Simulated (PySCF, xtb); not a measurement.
Al(All)(H)(OMe) (C4H9AlO), SMILES [CH2]([AlH][O]C)C=C.

GFN2-xTB (xtb) at its own geometry gives an orbital gap of 3.82 eV and a dipole moment of 1.38 D.

The structure is a stationary point at B3LYP-D3(BJ)/def2-SVP. The structure was generated by enumeration; whether it is a known compound was not checked. One conformer was computed; it need not be the lowest.

Problem. What does PBE/def2-TZVP run with PySCF give? (An estimate is asked for; the answer gives what the named calculation found.)

Solution. gap 4.34 eV (levels -5.69 and -1.34 eV), dipole 0.28 D.
